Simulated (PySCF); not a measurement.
## Excitation energy of Ga²⁺ by level of theory

Ga²⁺ [Ar] 3d10 4s1 (2S) → Ga²⁺ [Ar] 3d10 4p1 (2P), as a difference of total energies. All numbers are calculated (PySCF 2.14, scalar relativity through the core potential, in aug-cc-pVQZ-PP with ECP10MDF). The calculations carry no spin-orbit coupling.

```tsv
method	excitation energy (eV)
UHF	7.878
LDA	8.431
PBE	8.186
PBE0	8.126
r2SCAN	8.155
LC-wPBE	8.215
BLYP	8.292
CAM-B3LYP	8.329
B97-3	8.139
```
